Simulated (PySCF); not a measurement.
A run for PySCF: U-M06-2X/def2-TZVPP on Cl (SMILES [Cl]).

```python
from pyscf import gto, dft

mol = gto.M(
    atom='''
    Cl    0.00000000    0.00000000    0.00000000
    ''',
    basis='def2-tzvpp',
    charge=0, spin=1, verbose=4, max_memory=1800)
mf = dft.UKS(mol, xc='m062x').density_fit(auxbasis='def2-universal-jkfit')
mf.grids.level = 4
mf.conv_tol = 1e-9
mf.max_cycle = 150
mf.kernel()
mf.dip_moment()
```

Problem. Predict the final total energy.

Solution. -460.1327 hartree.
